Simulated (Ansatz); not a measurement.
`C[SiH2][B](N)[AlH2]` and `C[SiH2][B](C)[AlH2]` differ in one atom or group.

Ansatz, PBE0-D4/def2-TZVP geometries, multiplicity 1. Each molecule was computed in one conformer, which needn't be the lowest.

```
                                        property  `C[SiH2][B](N)[AlH2]`
             HOMO energy (B3LYP/def2-TZVPP) / eV                  -6.34
               LUMO energy (PBE/def2-TZVPP) / eV                  -2.86
              HOMO energy (PBE0/def2-TZVPP) / eV                  -6.51
             LUMO energy (B3LYP/def2-TZVPP) / eV                  -2.25
size of the dipole moment (B3LYP/def2-TZVPP) / D                   2.25
           HOMO energy (ωB97M-V/def2-TZVPP) / eV                  -8.55
```

(1) What does the change do to each property? (Estimate.)

Answers

(1) The calculation gave: 
| property | `C[SiH2][B](C)[AlH2]` | shift |
| --- | --- | --- |
| HOMO energy (B3LYP/def2-TZVPP) / eV | -6.44 | -0.10 |
| LUMO energy (PBE/def2-TZVPP) / eV | -3.02 | -0.16 |
| HOMO energy (PBE0/def2-TZVPP) / eV | -6.60 | -0.09 |
| LUMO energy (B3LYP/def2-TZVPP) / eV | -2.24 | 0.01 |
| size of the dipole moment (B3LYP/def2-TZVPP) / D | 0.90 | -1.35 |
| HOMO energy (ωB97M-V/def2-TZVPP) / eV | -8.65 | -0.10 |

Dipoles are sizes alone; their direction can turn.

B3LYP here is the variant with VWN-RPA as its local correlation; programs differ in this.
